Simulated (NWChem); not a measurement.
Species: C3H5FSi; SMILES [Si@@H](C#C)(C)F

**Question.** Give the equilibrium geometry at PBE0/def2-SVP (NWChem) as a list of bonds and angles, with the point group.

**Answer.** point group C1; any orientation.
Bond lengths (Å): C1–C2 1.217, C1–H6 1.076, C2–Si3 1.833, Si3–C4 1.857, Si3–F5 1.628, Si3–H7 1.487, C4–H8 1.101, C4–H9 1.101, C4–H10 1.101. Angles (°): C2–C1–H6 179.7, C1–C2–Si3 178.9, C2–Si3–C4 110.7, C2–Si3–F5 107.8, C2–Si3–H7 109.2, C4–Si3–F5 109.0, C4–Si3–H7 112.9, F5–Si3–H7 107.1, Si3–C4–H8 110.5, Si3–C4–H9 110.3, Si3–C4–H10 110.8, H8–C4–H9 108.2, H8–C4–H10 108.5, H9–C4–H10 108.3.
